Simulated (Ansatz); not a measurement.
Molecule: TeI2 (charge -1, doublet). 
Geometry from a B3LYP-D3(BJ)/def2-TZVP (Ansatz, a first-principles code) optimisation:
```xyz
3

Te     0.0191     0.0037     0.3846
I      1.4135    -2.5448    -0.2350
I     -1.4322     2.5412    -0.1424
```
Charge -1, spin multiplicity 2.

Parts of the frozen-core correlation energy in def2-TZVPPD (Ansatz, hartree). Frozen orbitals: 27; correlated occupied orbitals by spin: 11 and 10; virtual: 139 and 140. Open shells are spin-unrestricted. No spin-orbit coupling. In def2 rows, elements after Kr have scalar-relativistic effective core potentials.

```
term                            value
-------------------------  ----------
reference (HF)             -860.46472
MP2 opposite-spin                 [?]
MP2 same-spin                -0.10192
CCSD correlation                  [?]
(T)                               [?]
T1 diagnostic                   0.021
largest doubles amplitude       0.045
<S^2> of the reference          0.764
```

Task: Some entries are withheld; supply them.

Result: 
- MP2 opposite-spin, value: -0.30132
- CCSD correlation, value: -0.44173
- (T), value: -0.02188
